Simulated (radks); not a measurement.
The numbers below are computed, except where a source is named.
Dipole-allowed excitations along the series with 46 electrons in [Kr] 4d10. Level of theory: scalar-relativistic Kohn-Sham, LB94 model potential, spin-polarised, spherical densities, finite nucleus; Fermi nuclear charge, rms radius of each element as measured or else 0.836 A^(1/3) + 0.57 fm (a radial shooting solver on a logarithmic mesh with Libxc functionals). Time-dependent linear response with the Hartree and adiabatic LDA kernel, continuum included through the Sternheimer equations, no spin-orbit coupling, so fine structure and intercombination lines are absent. Lines are the poles of the dipole polarisability below minus the highest occupied eigenvalue, found on a grid refined at the orbital gaps; the lowest seven at most are given, and weak or close lines can be missed. The first line takes the name of the lowest orbital gap if no other gap lies below it; otherwise a line is named after a gap within 0.6 % of it, if that gap stands alone.

Pd: -e(HOMO) (eV) 9.704; lowest orbital gap (eV) 4d-5p 5.652; first line (eV) 6.086 (4d-5p); f 0.474; static alpha (bohr^3) 20.94
Ag+: -e(HOMO) (eV) 22.778; lowest orbital gap (eV) 4d-5p 10.949; first line (eV) 11.592 (4d-5p); f 0.679; static alpha (bohr^3) 9.385
Cd2+: -e(HOMO) (eV) 38.625; lowest orbital gap (eV) 4d-5p 17.181; first line (eV) 17.950 (4d-5p); f 0.803; static alpha (bohr^3) 5.358
